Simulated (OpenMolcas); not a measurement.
An OpenMolcas run meant for Ta2+ (ANO-RCC-VTZP, DKH4; inactive shells 1s 2s 2p 3s 3p 3d 4s 4p 4d 4f 5s 5p; intended active space 3 electrons in 5 orbitals (5d)). One step of its input:

```
&RASSCF
FileOrb=start.orb
Symmetry=1
Spin=4
nActEl=3 0 0
Inactive=15 19
Ras2=5 0
CIRoot=10 10 1
SDav=10
CIMx=300
Iter=63 100
PrWF=0.3
OrbListing=Nothing
MaxOrb=0
Atom
Thrs=1.0e-5 5.0e-1 5.0e-1
```

The run finished. Its levels beside those of a sound run (CASSCF), in cm⁻¹ above each run's lowest level:

| Level | This run | Usual run |
| --- | --- | --- |
| 5d³ ⁴F_3/2 | 0.0 | 0.0 |
| 5d³ ⁴F_5/2 | 2322 | 2321 |
| 5d³ ⁴F_7/2 | 4790 | 4789 |
| 5d³ ⁴F_9/2 | 7107 | 7107 |
| 5d³ ⁴P_3/2 [61 %] | 11677 | 11677 |
| 5d³ ⁴P_1/2 | 12488 | 12486 |
| 5d³ ²G_7/2 | 14604 | 14599 |
| 5d³ ⁴P_5/2 | 15835 | 15833 |
| 5d³ ²D_3/2(1) [51 %] | 18169 | 18163 |
| 5d³ ²P_1/2 | 19216 | 19205 |
| 5d³ ²H_11/2 | 20420 | 20405 |
| 5d³ ²D_5/2(1) | 22395 | 22378 |
| 5d³ ²P_3/2 [58 %] | 24668 | 24646 |
| 5d³ ²F_7/2 | 29236 | 29212 |

Problem. Which setting is unsound, and how much does it matter here?

Solution. The convergence thresholds are far too loose, so the orbitals stop early. Against the sound run the excited levels shown move by 8.1 cm-1 on average and by 24 cm-1 at most.

Configurations with an s electron lie low in 5d ions of this charge, fall among these levels and mix in, so low-spin terms can stand far too high, up to twice their true height, and weights are not those of the real levels. Without dynamic correlation excited terms often stand tens of per cent too high (terms of higher spin than the ground term too low), and those without a measured partner can miss by more than the paired ones. Levels of configurations outside the active space are missing.

A share in square brackets marks a mixed level and gives the weight of the term that names it, the lowest over the columns. A number in round brackets counts repeated terms of one configuration in the order of the reference energies.
